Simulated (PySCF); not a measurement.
# Static response to an electric field

Species: Cu(NH3)(NH2) (singlet state).
Structure used (PBE0-D3(BJ)/def2-SVP), in Å, numbered top down from 1:
```
atom  x, y, z in Å
Cu1   -0.0004   -0.0697   -0.3371
N2    -0.0059   -0.0271    1.6135
H3     0.0470    0.9238    1.9815
H4     0.7829   -0.5429    2.0073
H5    -0.8541   -0.4476    1.9971
N6     0.0032   -0.2685   -2.1474
H7     0.8170    0.2026   -2.5528
H8    -0.7896    0.2294   -2.5621
```

Level: PBE0/def2-SVPD (PySCF), static field, nuclei fixed, core orbitals frozen in the response. The polarisability tensor in these axes (au):

```
x   43.63  0.02 -0.03
y    0.02 45.95  3.15
z   -0.03  3.15 60.34
```

Task: Give the principal values, the mean and the anisotropy Δα = √{½[(α1 − α2)² + (α2 − α3)² + (α1 − α3)²]}.

Result: Principal values 43.63, 45.28 and 61.00 au; mean 49.97 au = 7.41 Å³ = 8.24 × 10⁻⁴⁰ C²·m²/J; Δα = 16.61 au (33 % of the mean).

Task: What is the dipole moment, and where does it point?

Result: (0.00, 1.20, 6.75) D, 6.86 D in size, pointing from the negative to the positive side. Measured along this direction, the outermost atoms are H8 and H7 at the negative end and H3 at the positive end.

Task: Find the Langevin capture rate constant for NO+ (29.998 u) meeting this molecule (95.975 u), k = 2.342 × 10⁻⁹ cm³/s × √(α in Å³ / reduced mass in u).

Result: The reduced mass is 22.85 u, so k = 1.33 × 10⁻⁹ cm³/s. The formula leaves out the permanent dipole, which adds to the capture rate.

Task: Along which axes do the principal values lie, and how far do the nuclei extend along each?

Result: Largest value along (0.00, 0.21, 0.98), where the nuclei span 4.59 Å; middle along (0.01, 0.98, -0.20), 1.67 Å; least along (1.00, -0.01, 0.00), 1.64 Å. 

Task: Refractivity n − 1 of an ideal gas of it at 350 K and 1 atm, from the electronic α?

Result: N = p/kT = 2.0968 × 10¹⁹ cm⁻³, so n − 1 = 2π × N × 7.41 × 10⁻²⁴ cm³ = 976 × 10⁻⁶ at long wavelengths, for an ideal gas.

Task: What depolarisation ratio follows for Rayleigh scattering of linearly polarised light, taking the static tensor?

Result: ρ = 3Δα²/(45ᾱ² + 4Δα²) = 827.4/(112378 + 1103.2) = 0.00729.

Geometry: PBE0-D3(BJ)/def2-SVP; no solvent, vibrations or thermal averaging.

These values come from a run that also computed excited states. The run took 8.4 s of wall time on an x86-64 server with one thread, on a shared host.
